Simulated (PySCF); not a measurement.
Precursor series Zr Cl-F. Gas-phase values, no solvent. In the def2 sets, heavy atoms carry core potentials. All members: neutral, multiplicity 1. Level: TPSSh-D3(BJ)/def2-TZVP // r2SCAN-D4/def2-SVP (PySCF), beside PBE-D3(BJ)/def2-TZVP // r2SCAN-D4/def2-SVP (PySCF) at the same geometries. 

```csv
species,"HOMO–LUMO gap, PBE (eV)","HOMO–LUMO gap, TPSSh-D3(BJ) (eV)"
[Zr(Cl)4],4.82,5.83
[Zr(Cl)3(F)],5.00,6.03
[Zr(Cl)2(F)2],5.31,withheld
[Zr(Cl)(F)3],5.84,6.95
[Zr(F)4],7.89,9.28
```

Question: Fit y = a + b·x, y being the HOMO–LUMO gap at the first level, to the 4 complete rows by least squares, with x = the PBE value in eV. Give a, b and the rms residual, and predict the withheld value.

Answer: Means of the 4 rows: x̄ = 5.8875, ȳ = 7.0225 eV. Σ(x − x̄)² = 5.9395 and Σ(x − x̄)(y − ȳ) = 6.6779, so b = 1.124 and a = ȳ − b·x̄ = 0.405 eV. The rms residual is 0.011 eV. At x = 5.31 the line gives 6.37 eV. The run for [Zr(Cl)2(F)2] gave 6.36 eV, so the line is off by 0.01 eV, within twice the rms residual.

Codes: PySCF.
